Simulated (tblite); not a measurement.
C7H9O (doublet state).
Z-matrix (Å and degrees, GFN2-xTB geometry), rows numbered from 1:
```
C 
C   1  1.3439
C   2  1.4275  1  125.34
C   3  1.4948  2  118.89  1    13.39
C   3  1.3952  2  122.17  1  -170.90
C   5  1.3779  3  128.41  2    19.50
C   6  1.4378  5  126.65  3    17.97
O   7  1.2165  6  124.66  5  -170.86
H   1  1.0756  2  121.04  3  -177.87
H   1  1.0760  2  122.58  3     3.80
H   2  1.0817  1  118.52  3   177.53
H   4  1.0907  3  109.94  2   -67.99
H   4  1.0867  3  111.24  2   172.22
H   4  1.0895  3  110.88  2    50.77
H   5  1.0855  3  115.74  2  -160.58
H   6  1.0821  5  118.22  3  -168.34
H   7  1.1077  6  114.99  5    12.65
```

Calculated harmonic vibrations of the isolated species, GFN2-xTB (tblite), most abundant isotopes, no scaling. This tight-binding method is rough: wavenumbers can miss measured ones by several per cent, in bad cases by 10 to 20. One conformer, not necessarily the lowest. Open shells enter through the occupations alone, without spin polarisation, and single modes of such species can be off by tens of per cent.

Harmonic wavenumbers (cm⁻¹): 73.1, 81.3, 117.5, 148.5, 233.6, 281.3, 330.7, 344.1, 403.3, 418.0, 533.5, 623.8, 710.5, 755.8, 815.6, 863.7, 880.6, 911.3, 977.9, 995.5, 1014.6, 1040.9, 1085.2, 1203.0, 1249.7, 1285.1, 1344.3, 1360.7, 1393.2, 1399.3, 1433.3, 1466.0, 1484.3, 1486.8, 1578.4, 1666.2, 2754.6, 2990.0, 3012.0, 3019.1, 3050.0, 3066.3, 3069.7, 3117.5, 3145.7.

A = 3592, B = 1226, C = 941.0 MHz; mass 109.065 u (most abundant isotopes); point group C1, symmetry number 1; spin multiplicity 2.

Question: Zero-point energy?

Answer: ½Σν̃ = 29608 cm⁻¹ = 84.65 kcal/mol.

Question: Entropy at 273.15 K, 1 bar (ideal gas, RRHO, classical rotation)?

Answer: Translation 39.57, rotation 28.48, vibration 22.07, spin (R ln 2) 1.38: S = 91.5 cal/(mol K).

Question: And Cp and H(273.15 K) − H(0)?

Answer: Cp = 32.18 cal/(mol K), of which vibrations give 24.23 (their classical limit is 45 R = 89.4); H(273.15 K) − H(0) = 5.48 kcal/mol without the zero-point energy, 3.31 from vibrations.

Question: Which modes carry the vibrational entropy at 273.15 K?

Answer: 73.1 cm⁻¹: 3.90; 81.3 cm⁻¹: 3.69; 117.5 cm⁻¹: 2.97; 148.5 cm⁻¹: 2.53; 233.6 cm⁻¹: 1.70; 281.3 cm⁻¹: 1.38 cal/(mol K); the other 39 give 5.92 together.

Question: How do the functions run with temperature in this model?

Answer: 
| T (K) | S (cal/(mol K)) | Cp (cal/(mol K)) | H − H(0) (kcal/mol) | G − H(0) (kcal/mol) | ln q(vib) |
| --- | --- | --- | --- | --- | --- |
| 50 | 57.9 | 12.1 | 0.47 | -2.43 | 0.28 |
| 100 | 67.9 | 17.1 | 1.21 | -5.59 | 1.21 |
| 298.15 | 94.4 | 34.4 | 6.31 | -21.84 | 5.57 |
| 373.15 | 102.8 | 40.9 | 9.14 | -29.24 | 7.25 |
| 500 | 116.2 | 50.6 | 14.96 | -43.14 | 10.07 |
| 750 | 139.5 | 64.3 | 29.46 | -75.19 | 15.48 |
| 1000 | 159.4 | 73.3 | 46.73 | -112.62 | 20.55 |

q(vib) and H(0) count from the zero-point level.

Question: Blend soft modes into free rotors: weight 1/[1 + (100 cm⁻¹/ν̃)⁴] for the oscillator and the rest for a rotor with moment μB/(μ + B), μ = h/(8π²ν), B = 10⁻⁴⁴ kg m². What vibrational entropy results?

Answer: 20.82 cal/(mol K) in place of 22.07, which changes −T·S at 273.15 K by +0.34 kcal/mol.

Hindered rotation and anharmonicity are outside this model. Other conformers, if any are populated, would add a mixing term that is left out. The structure is chiral; the term R ln 2 for an equal mix with its mirror image is left out.
